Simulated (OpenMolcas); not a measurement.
## Ni2+: moving or changing the point charges

Ni2+ among 6 point charges of -2.2 e arranged as an octahedron (Oh), 2 Å from the ion.

```yaml
Program: OpenMolcas
Method: CASSCF
Basis: ANO-RCC-VDZP [5s4p2d1f]
Scalar_Hamiltonian: DKH2, point nucleus
Active_space: 8 electrons in 5 orbitals (3d)
State_averaging: 2S+1 = 3 even, 10 roots; 2S+1 = 1 even, 15 roots
Spin-orbit_coupling: RASSI with atomic mean-field integrals over the reference wave functions
```

Runs around this geometry, states (labels of O, the rotations of Oh). Energies in cm-1 above the lowest state or level, χT in cm3 K/mol.

```
R (Å)  q (e)  Ground state  First state of that spin  First gap with spin-orbit (degeneracies)  χT at 300 K  First state of another spin
    2  -1.76           3A2                  3T2 3948                               3668 (3, 2)        1.819                     1E 18348
 1.88   -2.2           3A2                  3T2 6355                               6086 (3, 2)        1.528                     1E 19128
    2   -2.2           3A2                  3T2 4909                               4634 (3, 2)        1.673                     1E 18708
 2.16   -2.2           3A2                  3T2 3530                               3248 (3, 2)        1.903                     1E 18192
```

Taking the first state of the same spin as R^-n, n = -ln(3530 / 6355) / ln(2.16 / 1.88) = 4.2 between the shortest and longest distance.

Scaling the charges by -1.76 / -2.2 = 0.80 scales the first state of the same spin by 3948 / 4909 = 0.80; with fixed orbitals a first-order splitting would follow the charge.

Without dynamic correlation the repulsion within the d shell is too large (B by tens of per cent), so at a given field states of lower spin stand too high. This is an electrostatic model: the charges have no orbitals. No measured value stands beside these numbers.
